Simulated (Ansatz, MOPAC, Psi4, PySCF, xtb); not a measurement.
Complex: H2O (SMILES O) (first 3 atoms) with HCl (SMILES Cl); geometry from B3LYP-D3(BJ)/def2-TZVP, rigid monomers moved along the line of their centres of mass till O1···H5 is 2.12 Å.
(charge 0, multiplicity 1):
```tsv
atom	x (Å)	y (Å)	z (Å)
O	0.2116	0.5618	0.1773
H	0.7237	-0.1570	-0.2099
H	-0.6615	0.5165	-0.2283
Cl	0.0727	0.3702	3.5927
H	0.1486	0.4905	2.2961
```

Monomers are frozen at their geometry in the pair; levels with a basis set take the counterpoise correction. Rows marked so take none.

Cores are frozen in the correlated methods. Rows in 3-21G carry no dispersion term and start afresh at each structure. The state reached by PM6 isn't checked.

The values were computed with Ansatz (an electronic-structure program); MOPAC for PM6 (differences of heats of formation); Psi4 for SAPT; PySCF for 3-21G rows, the dispersion terms; xtb for the GFN methods. Each number belongs to the level named beside it.

```
level                          interaction energy (kcal/mol)
-----------------------------  -----------------------------
GFN-FF                                                 -4.55
PM6                                                    -4.30
PBE-D4/def2-TZVPPD                                     -5.69
r2SCAN-D3(BJ)/def2-TZVPPD                              -5.56
B3LYP/3-21G (no counterpoise)                         -13.49
B3LYP-D3(BJ)/def2-TZVPPD                               -5.36
PBE0/def2-TZVPPD                                         [?]
CCSD/aug-cc-pV(D+d)Z                                   -4.49
SAPT0/jun-cc-pV(D+d)Z                                  -5.31
```

Q: Some entries are withheld; supply them.

A: 
- PBE0/def2-TZVPPD, interaction energy (kcal/mol): -5.16
